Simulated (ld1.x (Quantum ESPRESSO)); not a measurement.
**What one change does to a pseudopotential (molybdenum, TM)**

```
Element                 : molybdenum
Generator               : ld1.x (Quantum ESPRESSO) 7.5
Type                    : norm-conserving Troullier–Martins (Kleinman–Bylander form)
Functional              : PBEsol
Relativity              : scalar-relativistic
Frozen core             : [Ar] 3d10 4s2
Valence charge          : 12
Reference configuration : 4p6 4d5 5s1 5p0
Partial waves           : 5s (bound): rc 3.00 bohr; 4p (bound): rc 1.35 bohr; 4d (bound): rc 2.10 bohr
Local potential         : all-electron potential smoothed inside 2.80 bohr (lloc = -1)
Core correction         : Bessel-smoothed model core, default radius (core density twice the valence density)
```

Change: local potential the s channel.

Cutoffs: the cutoffs (Ry, on a coarse ladder) from which the occupation-weighted sum of valence levels, in a spherical-Bessel basis at the reference potential, stays within 10 and 1 mRy of its value at 400 Ry; they do not see the model core or the augmentation charge, which bear on the density cutoff. Errors are all-electron minus pseudo energies relative to the spin-unpolarised reference configuration.

Task: Predict the effect on cutoff, ghosts and configuration errors.

Result: The potential gets harder (60 Ry and 110 Ry → 70 Ry and 110 Ry); of the 7 tests that both files solve, the error grows in 5 and shrinks in 0 by more than 15 % and 0.3 meV (median size 17.0 → 59.5 meV); neither file shows a bound ghost at the reference potential, the only one tested.

| quantity | base | changed |
| --- | --- | --- |
| cutoff, loose | 60 Ry | 70 Ry |
| cutoff, tight | 110 Ry | 110 Ry |
| bound ghosts | none | none |
| error for 4p6 4d5 5s0 5p0, meV [ΔE 6.90 eV] | -13 | -14 |
| error for 4p6 4d4 5s0 5p0, meV [ΔE 22.36 eV] | -17 | -60 |
| error for 4p6 4d3 5s0 5p0, meV [ΔE 49.08 eV] | -78 | -262 |
| error for 4p6 4d5 5s0.5 5p0, meV [ΔE 2.74 eV] | -2.8 | -3.1 |
| error for 4p6 4d2 5s0 5p0, meV [ΔE 88.56 eV] | -204 | -599 |
| error for 4p6 4d5.5 5s0.5 5p0, meV [ΔE 0.29 eV] | -7.9 | -13 |
| error for 4p6 4d4 5s2 5p0, meV [ΔE 0.18 eV] | -26 | -60 |
| s: phases at 3.26 bohr within 0.05 rad from the reference energy up to (Ry; the scan ends near 5) | n/a | n/a |
| p: phases at 3.26 bohr within 0.05 rad from the reference energy up to (Ry; the scan ends near 5) | -0.3 | -0.6 |
| d: phases at 3.26 bohr within 0.05 rad from the reference energy up to (Ry; the scan ends near 5) | 1.0 | 0.7 |

Changed file: These tests converged, but a pseudo level misses the all-electron one widely, so the file describes the atom poorly there or has found another state: 4p6 4d3 5s0 5p0: empty 5p by 2.3 eV; 4p6 4d2 5s0 5p0: empty 5p by 3.3 eV.
